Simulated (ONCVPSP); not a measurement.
Ranking ONCV potentials for Br

All share these settings but for the change named:

```
Element                 : Br (Z = 35)
Generator               : ONCVPSP 4.0.1
Type                    : optimised norm-conserving Vanderbilt (ONCV)
Functional              : PW91
Relativity              : scalar-relativistic
Frozen core             : [Ne]
Valence charge          : 25
Reference configuration : 3s2 3p6 3d10 4s2 4p3 (charge +2)
Partial waves           : 3s+4s: rc 0.90 bohr, ncon 4, nbas 8, qcut 10.3 1/bohr, 2 projectors; 3p+4p: rc 1.00 bohr, ncon 3, nbas 7, qcut 13.3 1/bohr, 3 projectors, debl 3 Ha; 3d: rc 1.00 bohr, ncon 4, nbas 9, qcut 18 1/bohr, 2 projectors, debl 2.6 Ha
Local potential         : polynomial inside 0.80 bohr (lpopt 2, dvloc0 2 Ha)
Core correction         : Teter function, fcfact 2.75, rcfact 1.65
```

In the d channel the program set the typed energies aside and used -3.341, 0.250 Ha.

Cutoff: the first of the cutoffs (Ha) at which the residual kinetic energy of the hardest occupied pseudo-wave falls to 1 and 0.1 mHa per electron; the density cutoff is not measured.

The base gives 121 Ha.

Of 9 variants that were run, those that failed, showed a ghost or another fault, or gave nearly equal values are left out.

A variant can come out equal or close to the base.

(1) Rank these variants from softest to hardest (loose cutoff).
A. d: qcut 12.3
B. d: qcut 26.8
C. d: qcut 15
D. d: qcut 20.7
E. d: qcut 18.3

## Answers

(1) C (99 Ha), E (124 Ha), D (140 Ha), A (202 Ha), B (252 Ha).
